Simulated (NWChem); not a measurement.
The numbers come from NWChem runs, not from measurements. System: formamidinium (CH₅N₂ (+1)), charge 1, spin multiplicity 1, at a geometry optimised with PBE0/def2-SVP. Level: MP2/def2-TZVP, 3 core orbitals frozen.

Part of the output:

```
             Northwest Computational Chemistry Package (NWChem) 7.3.0
             --------------------------------------------------------

                                NWChem Input Module
                                -------------------

 Scaling coordinates for geometry "geometry" by  1.889725989
 (inverse scale =  0.529177249)

 Turning off AUTOSYM since
 SYMMETRY directive was detected!

                             Geometry "geometry" -> ""
                             -------------------------

 Output coordinates in angstroms (scale by  1.889725989 to convert to a.u.)

  No.       Tag          Charge          X              Y              Z
 ---- ---------------- ---------- -------------- -------------- --------------
    1 N                    7.0000    -1.16424400     0.00000000     0.17383100
    2 C                    6.0000     0.00000000     0.00000000    -0.42160400
    3 N                    7.0000     1.16424400     0.00000000     0.17383100
    4 H                    1.0000    -1.27247700     0.00000000     1.18551200
    5 H                    1.0000    -2.01668300     0.00000000    -0.37879000
    6 H                    1.0000     0.00000000     0.00000000    -1.51746000
    7 H                    1.0000     1.27247700     0.00000000     1.18551200
    8 H                    1.0000     2.01668300     0.00000000    -0.37879000

 Effective nuclear repulsion energy (a.u.)      79.6080644585

            Nuclear Dipole moment (a.u.)
            ----------------------------
        X                 Y               Z
 ---------------- ---------------- ----------------
     0.0000000000     0.0000000000    -0.0000113384

      Symmetry information
      --------------------

 Group name             C2v
 Group number             16
 Group order               4
 No. of unique centers     5

      Symmetry unique atoms

     1    2    4    5    6


 Summary of "ao basis" -> "" (spherical)
 ------------------------------------------------------------------------------
       Tag                 Description            Shells   Functions and Types
 ---------------- ------------------------------  ------  ---------------------
 *                         def2-tzvp                  on all atoms

 Summary of "ao basis" -> "ao basis" (spherical)
 ------------------------------------------------------------------------------
       Tag                 Description            Shells   Functions and Types
 ---------------- ------------------------------  ------  ---------------------
 N                         def2-tzvp                11       31   5s3p2d1f
 C                         def2-tzvp                11       31   5s3p2d1f
 H                         def2-tzvp                 4        6   3s1p

                                 NWChem SCF Module
                                 -----------------

  ao basis        = "ao basis"
  functions       =   123
  atoms           =     8
  closed shells   =    12
  open shells     =     0
  charge          =   1.00
  wavefunction    = RHF
  use symmetry    = T
  symmetry adapt  = T

 Summary of "ao basis" -> "ao basis" (spherical)
 ------------------------------------------------------------------------------
       Tag                 Description            Shells   Functions and Types
 ---------------- ------------------------------  ------  ---------------------
 N                         def2-tzvp                11       31   5s3p2d1f
 C                         def2-tzvp                11       31   5s3p2d1f
 H                         def2-tzvp                 4        6   3s1p

      Symmetry analysis of basis
      --------------------------

        a1         49
        a2         15
        b1         39
        b2         20

 Forming initial guess at       0.1s

      Superposition of Atomic Density Guess
      -------------------------------------

 Sum of atomic energies:        -148.79347784

 Renormalizing density from      25.00 to     24

      Non-variational initial energy
      ------------------------------

 Total energy =    -146.478370
 1-e energy   =    -342.937254
 2-e energy   =     116.850819
 HOMO         =      -0.725437
 LUMO         =      -0.353356
[...]
     7      0.243202  1 N  py                69      0.243202  3 N  py
    10      0.236857  1 N  py                72      0.236857  3 N  py
    38      0.225614  2 C  py                41      0.211212  2 C  py

 Vector   12  Occ=2.000000D+00  E=-6.473876D-01  Symmetry=a2
              MO Center= -7.7D-15,  2.5D-18,  1.5D-01, r^2= 2.2D+00
   Bfn.  Coefficient  Atom+Function         Bfn.  Coefficient  Atom+Function
  ----- ------------  ---------------      ----- ------------  ---------------
     7      0.307558  1 N  py                69     -0.307558  3 N  py
    10      0.300598  1 N  py                72     -0.300598  3 N  py
    13      0.221030  1 N  py                75     -0.221030  3 N  py

 Vector   13  Occ=0.000000D+00  E=-6.848295D-02  Symmetry=b2
              MO Center= -3.5D-16,  3.6D-17, -3.4D-01, r^2= 2.3D+00
   Bfn.  Coefficient  Atom+Function         Bfn.  Coefficient  Atom+Function
  ----- ------------  ---------------      ----- ------------  ---------------
    44      0.826469  2 C  py                13     -0.516555  1 N  py
    75     -0.516555  3 N  py                41      0.389794  2 C  py
    38      0.329041  2 C  py                 7     -0.189635  1 N  py
    69     -0.189635  3 N  py                10     -0.153840  1 N  py
    72     -0.153840  3 N  py

 Vector   14  Occ=0.000000D+00  E=-5.756960D-02  Symmetry=a1
              MO Center=  1.9D-15,  4.0D-17,  4.2D-01, r^2= 7.4D+00
   Bfn.  Coefficient  Atom+Function         Bfn.  Coefficient  Atom+Function
  ----- ------------  ---------------      ----- ------------  ---------------
     5      1.731742  1 N  s                 67      1.731742  3 N  s
    45     -0.930002  2 C  pz               108     -0.931127  6 H  s
    96     -0.828717  4 H  s                114     -0.828717  7 H  s
   102     -0.790106  5 H  s                120     -0.790106  8 H  s
    36     -0.317467  2 C  s                 14      0.286575  1 N  pz

 Vector   15  Occ=0.000000D+00  E=-3.127844D-02  Symmetry=a1
              MO Center=  5.7D-16, -7.5D-18, -2.0D-01, r^2= 7.4D+00
   Bfn.  Coefficient  Atom+Function         Bfn.  Coefficient  Atom+Function
  ----- ------------  ---------------      ----- ------------  ---------------
   108      1.771043  6 H  s                 96     -1.105501  4 H  s
   114     -1.105501  7 H  s                 36     -0.848732  2 C  s
   102      0.690993  5 H  s                120      0.690993  8 H  s
    45      0.682896  2 C  pz                14      0.428514  1 N  pz
    76      0.428514  3 N  pz               107     -0.198690  6 H  s

 center of mass
 --------------
 x =   0.00000000 y =   0.00000000 z =  -0.00395091

 moments of inertia (a.u.)
 ------------------
          30.074985798270           0.000000000000           0.000000000000
           0.000000000000         206.566705759885           0.000000000000
           0.000000000000           0.000000000000         176.491719961615

  Mulliken analysis of the total density
  --------------------------------------

    Atom       Charge   Shell Charges
 -----------   ------   -------------------------------------------------------
    1 N    7     7.46   0.82  1.16  0.50  0.82  0.15  1.55  1.80  0.61  0.01  0.03  0.00
    2 C    6     5.61   0.86  1.12  0.53  0.51  0.06  1.18  1.02  0.14  0.04  0.14  0.02
    3 N    7     7.46   0.82  1.16  0.50  0.82  0.15  1.55  1.80  0.61  0.01  0.03  0.00
    4 H    1     0.68   0.25  0.37  0.03  0.04
    5 H    1     0.66   0.25  0.36  0.02  0.04
    6 H    1     0.78   0.26  0.45  0.04  0.02
    7 H    1     0.68   0.25  0.37  0.03  0.04
    8 H    1     0.66   0.25  0.36  0.02  0.04

       Multipole analysis of the density wrt the origin
       ------------------------------------------------

     L   x y z        total         open         nuclear
     -   - - -        -----         ----         -------
     0   0 0 0      1.000000      0.000000     25.000000

     1   1 0 0     -0.000000      0.000000      0.000000
     1   0 1 0      0.000000      0.000000      0.000000
     1   0 0 1     -0.005941      0.000000     -0.000011

     2   2 0 0     -3.572595      0.000000    108.377921
     2   1 1 0     -0.000000      0.000000      0.000000
     2   1 0 1     -0.000000      0.000000      0.000000
     2   0 2 0    -14.422307      0.000000      0.000000
     2   0 1 1     -0.000000      0.000000      0.000000
     2   0 0 2     -7.434926      0.000000     24.604871

                   NWChem MP2 Semi-direct Energy/Gradient Module
                   ---------------------------------------------

  Basis functions       =    123
  Molecular orbitals    =    123
  Frozen core           =      3
  Frozen virtuals       =      0
  Active alpha occupied =      9
  Active beta occupied  =      9
  Active alpha virtual  =    111
  Active beta virtual   =    111
  Use MO symmetry       = T
  Use skeleton AO sym   = T

  AO/Fock/Back tols     =   1.0D-09  1.0D-09  1.0D-09

 GA uses MA = F    GA memory limited = T

 Available:
  local mem=  1.26D+08
 global mem=  1.44D+08
 local disk=  0.00D+00
  mp2_memr nvloc                   111
  nvloc new                   111
   1 passes of   9:        5242880                      80793                  25741594.
   1 passes of   9: M    126151770           G      144148942           F     120908890.

 Semi-direct pass number   1 of   1  for RHF alpha+beta  at        2.7s
  vrange nnbf                  7571
  mp2_eaftype                    98  avail_ma_in_mb                  1099
 EAF : mp2_eaftype filesize          98   12870797.
  mp2_eaf for mointskh                     98
Node 0 wrote     60.5 Mb in      0.1 s     Agg I/O rate:   518.4 Mb/s
 Done moints_semi at        5.8s
  mp2_eaftype                    98  avail_ma_in_mb                  1001
 EAF : mp2_eaftype filesize          98   12870797.
  mp2_eaf for kh                    98
 Done maket at        6.1s
 Done multipass loop at        6.1s

          -------------------------------------------
          SCF energy                -149.530417736780
          Correlation energy          -0.553296421492
          Singlet pairs               -0.354180419068
          Triplet pairs               -0.199116002424
          Total MP2 energy          -150.083714158272
          -------------------------------------------

          ---------------------------------------------------
                    Spin Component Scaled (SCS) MP2
          Same spin pairs                     -0.132744001616
          Same spin scaling factor             0.333333333333
          Opposite spin pairs                 -0.420552419876
          Opposite spin scaling fact.          1.200000000000
          SCS-MP2 correlation energy          -0.548910904390
          Total SCS-MP2 energy              -150.079328641170
          ---------------------------------------------------

 -----------------------
 Performance information
 -----------------------

 Timer overhead =  1.14D-07 seconds/call

               Nr. of calls         CPU time (s)                 Wall time (s)                GFlops
             ---------------    -------------------     ------------------------------   -------------------
Name         Min   Avg   Max    Min     Avg     Max     Min     Avg     Max   Mx/calls   Min     Max     Sum
mp2: moin     1     1     1    3.2     3.2     3.2      3.2     3.2     3.2     3.2      0.0     0.0     0.0
mp2: make     1     1     1   0.26    0.26    0.26     0.26    0.26    0.26    0.26      0.0     0.0     0.0
mp2: tota     1     1     1    3.5     3.5     3.5      3.5     3.5     3.5     3.5      0.0     0.0     0.0

 The average no. of pstat calls per process was 3.00D+00
 with a timing overhead of 3.43D-07s

 Task  times  cpu:        6.1s     wall:        6.1s

 Total times  cpu:        6.1s     wall:        6.1s
```

Question: Write an NWChem input that would produce this output.

Answer: One answer among several that fit: 
```
start mol
memory heap 200 mb stack 900 mb global 1100 mb
charge 1
geometry units angstroms nocenter noautoz
  N     -1.164244     0.000000     0.173831
  C      0.000000     0.000000    -0.421604
  N      1.164244     0.000000     0.173831
  H     -1.272477     0.000000     1.185512
  H     -2.016683     0.000000    -0.378790
  H      0.000000     0.000000    -1.517460
  H      1.272477     0.000000     1.185512
  H      2.016683     0.000000    -0.378790
  symmetry group C2v
end
basis spherical
  * library def2-tzvp
end
scf
  rhf
  nopen 0
  maxiter 100
  thresh 1e-7
  semidirect memsize 60000000 filesize 0
end
mp2
  freeze core 3
end
task mp2 energy
```
